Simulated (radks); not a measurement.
The numbers below are computed, except where a source is named.
Species: Pd3+. Configuration: [Kr] 4d7.

Code: a radial shooting solver on a logarithmic mesh with Libxc functionals. Model: Dirac Kohn-Sham, exchange-only PBE, spin-unpolarised, spherical densities, finite nucleus; open shells fill j = l - 1/2 first; Fermi nuclear charge, rms radius 4.5318 fm.

Energy parts (eV):
total: -137205.724
kinetic: 143372.616
electron-nucleus: -330960.191
Hartree: 54206.587
exchange: -3824.736

Orbitals (lengths in bohr, moments of r in powers of bohr; <r^-3> diverges for s and p1/2):
orbital  occ.  eigenvalue (eV)  <r^-3>     <r^2>  small-component weight
1s1/2       2        -24193.13       -  0.001371                2.83e-02
2s1/2       2        -3566.016       -   0.02250                5.91e-03
2p1/2       2        -3310.778       -   0.01685                5.92e-03
2p3/2       4        -3151.356    3252   0.01818                5.69e-03
3s1/2       2        -675.7020       -    0.1646                1.65e-03
3p1/2       2        -574.9852       -    0.1603                1.59e-03
3p3/2       4        -547.1942   576.1    0.1696                1.53e-03
3d3/2       4        -368.8615   87.77    0.1510                1.42e-03
3d5/2       6        -363.3180   82.84    0.1538                1.40e-03
4s1/2       2        -124.6048       -    0.9958                4.15e-04
4p1/2       2         -93.1679       -     1.154                3.62e-04
4p3/2       4         -88.5680   95.43     1.221                3.45e-04
4d3/2       4         -40.6879   9.280     2.022                2.21e-04
4d5/2       3         -40.1167   8.687     2.065                2.17e-04

The highest occupied level is 4d5/2 at -40.117 eV. The electron density at the nucleus is 1.328e+05 e/bohr^3. The density falls to 0.001 e/bohr^3 at r = 3.16 bohr.
